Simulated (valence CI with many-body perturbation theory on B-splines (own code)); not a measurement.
**Re⁵⁹⁺: calculated level list**

Level of theory: configuration interaction combined with many-body perturbation theory (CI+MBPT): six valence electrons over a frozen Dirac-Fock core [Ne], a basis of 9 s, 9 p, 8 d, 6 f, 3 g, 1 h functions for each j, with the one-electron correlation potential Σ1 (screened to all orders), the two-electron term Σ2, the three-electron term Σ3, Breit, model QED; selected single and double excitations, second order for the rest, scaled by the run's own slope (own B-spline code, finite nucleus).

No measured spectrum was set against this ion. As an estimate, large intervals hold to a few tenths of a per cent, small ones and those within an open d or f shell to about a per cent. Among the levels kept, up to 960 cm⁻¹ of a level comes from second order outside the variational space, and about a tenth of that is noise between levels of different J, which matters for small intervals.

Levels 1 to 41 of 41, with energies above the lowest level, (3s^2 3p1/2^2 3p3/2^2) J=2. "Leading %" is the weight of the configuration and term that name the level; weights of strongly mixed levels are sums over their largest components and can fall short, so below about 35 % the name and the second component can differ from the true leading terms, or belong to a minority configuration. In the jj column 3d3/2^4 stands for four electrons in 3d with j = 3/2. Lifetimes count E1, E2, E3, M1 and M2 decay at the calculated energies, and are blank where another channel may lead or the interval is too uncertain; long ones can be off by a factor of two.

```csv
No.,Configuration,Term,J,E (× 10³ cm⁻¹),Leading %,Leading jj,g,Lifetime
1,3s2 3p4,3P,2,0.00,68,3s^2 3p1/2^2 3p3/2^2 (99 %),1.329,
2,3s2 3p4,1S,0,162.31,64,3s^2 3p1/2^2 3p3/2^2 (99 %),,68.6 ms
3,3s2 3p3 3d,3D°,2,1926.5,32,3s^2 3p1/2^2 3p3/2 3d3/2 (99 %),1.042,108 ps
4,3s2 3p3 3d,3D°,1,1996.7,33,3s^2 3p1/2^2 3p3/2 3d3/2 (99 %),1.101,48.2 ps
5,3s2 3p3 3d,3P°,0,1998.8,62,3s^2 3p1/2^2 3p3/2 3d3/2 (99 %),,173 ms
6,3s2 3p3 3d,3F°,3,2000.8,28,3s^2 3p1/2^2 3p3/2 3d3/2 (98 %),1.084,551 ps
7,3s2 3p3 3d,3F°,4,2649.7,50,3s^2 3p1/2^2 3p3/2 3d5/2 (99 %),1.249,313 ns
8,3s2 3p3 3d,3D°,2,2705.2,33,3s^2 3p1/2^2 3p3/2 3d5/2 (98 %),1.233,6.38 ps
9,3s2 3p3 3d,3D°,3,2860.3,43,3s^2 3p1/2^2 3p3/2 3d5/2 (97 %),1.201,1.82 ps
10,3s2 3p3 3d,3D°,1,2953.4,35,3s^2 3p1/2^2 3p3/2 3d5/2 (98 %),1.051,2.88 ps
11,3s2 3p4,3P,1,2987.8,99,3s^2 3p1/2 3p3/2^3 (99 %),1.489,1.76 ns
12,3s2 3p4,1D,2,3066.1,68,3s^2 3p1/2 3p3/2^3 (99 %),1.143,2.64 ns
13,3s2 3p2 3d2,3F,2,3935.2,40,3s^2 3p1/2^2 3d3/2^2 (99 %),0.752,33.6 ps
14,3s2 3p2 3d2,3P,0,4134.8,58,3s^2 3p1/2^2 3d3/2^2 (98 %),,23.8 ps
15,3s 3p5,3P°,2,4503.3,85,3s 3p1/2^2 3p3/2^3 (85 %),1.468,1.04 ps
16,3s 3p5,1P°,1,4672.2,36,3s 3p1/2^2 3p3/2^3 (60 %),1.187,902 fs
17,3s2 3p2 3d2,3F,3,4692.9,32,3s^2 3p1/2^2 3d3/2 3d5/2 (98 %),1.072,3.67 ps
18,3s2 3p2 3d2,3P,2,4784.1,23,3s^2 3p1/2^2 3d3/2 3d5/2 (98 %),1.171,3.23 ps
19,3s2 3p2 3d2,3P,1,4823.7,37,3s^2 3p1/2^2 3d3/2 3d5/2 (98 %),1.509,3.04 ps
20,3s2 3p2 3d2,3F,4,4825.5,24,3s^2 3p1/2^2 3d3/2 3d5/2 (98 %),1.061,2.88 ps
21,3s2 3p3 3d,3F°,2,4834.9,44,3s^2 3p1/2 3p3/2^2 3d3/2 (98 %),1.025,105 ps
22,3s2 3p3 3d,5D°,0,4846.8,53,3s^2 3p1/2 3p3/2^2 3d3/2 (98 %),,67.0 ps
23,3s2 3p3 3d,3D°,1,4857.5,42,3s^2 3p1/2 3p3/2^2 3d3/2 (87 %),0.988,2.47 ps
24,3s2 3p3 3d,3G°,3,4900.8,34,3s^2 3p1/2 3p3/2^2 3d3/2 (98 %),1.069,18.8 ps
25,3s2 3p3 3d,3G°,4,4967.1,50,3s^2 3p1/2 3p3/2^2 3d3/2 (99 %),1.042,11.9 ns
26,3s2 3p3 3d,3F°,2,5076.7,65,3s^2 3p1/2 3p3/2^2 3d3/2 (97 %),0.811,3.52 ps
27,3s2 3p3 3d,3D°,3,5190.9,39,3s^2 3p1/2 3p3/2^2 3d3/2 (97 %),1.171,312 fs
28,3s2 3p3 3d,3D°,2,5249.9,28,3s^2 3p1/2 3p3/2^2 3d3/2 (89 %),1.244,219 fs
29,3s2 3p3 3d,3S°,1,5296.3,37,3s^2 3p1/2 3p3/2^2 3d3/2 (85 %),1.485,190 fs
30,3s2 3p3 3d,3D°,1,5401.7,39,3s^2 3p1/2 3p3/2^2 3d3/2 (85 %),0.901,179 fs
31,3s2 3p3 3d,3D°,3,5523.9,53,3s^2 3p1/2 3p3/2^2 3d5/2 (99 %),1.305,73.5 ps
32,3s2 3p2 3d2,3F,4,5525.0,29,3s^2 3p1/2^2 3d5/2^2 (96 %),1.173,1.94 ps
33,3s2 3p3 3d,5D°,4,5526.1,53,3s^2 3p1/2 3p3/2^2 3d5/2 (99 %),1.293,2.27 ns
34,3s2 3p2 3d2,3P,2,5601.3,21,3s^2 3p1/2^2 3d5/2^2 (97 %),1.205,1.63 ps
35,3s2 3p3 3d,3F°,4,5628.9,72,3s^2 3p1/2 3p3/2^2 3d5/2 (99 %),1.174,7.35 ns
36,3s2 3p3 3d,3G°,5,5654.5,99,3s^2 3p1/2 3p3/2^2 3d5/2 (99 %),1.187,8.44 ns
37,3s2 3p3 3d,3D°,1,5655.7,45,3s^2 3p1/2 3p3/2^2 3d5/2 (96 %),0.901,8.09 ps
38,3s2 3p3 3d,1S°,0,5674.3,53,3s^2 3p1/2 3p3/2^2 3d5/2 (97 %),,10.4 ps
39,3s2 3p3 3d,3D°,2,5805.9,46,3s^2 3p1/2 3p3/2^2 3d5/2 (99 %),1.272,40.4 ps
40,3s2 3p2 3d2,3P,0,5815.5,61,3s^2 3p1/2^2 3d5/2^2 (95 %),,1.48 ps
41,3s2 3p3 3d,1F°,3,5862.7,35,3s^2 3p1/2 3p3/2^2 3d5/2 (99 %),1.112,466 ps
```

The ionisation energy to 3s2 3p3 2P°_3/2 of the next ion comes out as 6178.6 eV (NIST: 6176 ± 7 eV (theoretical)). All 41 levels together are meant to be complete up to 5881.0 × 10³ cm⁻¹.
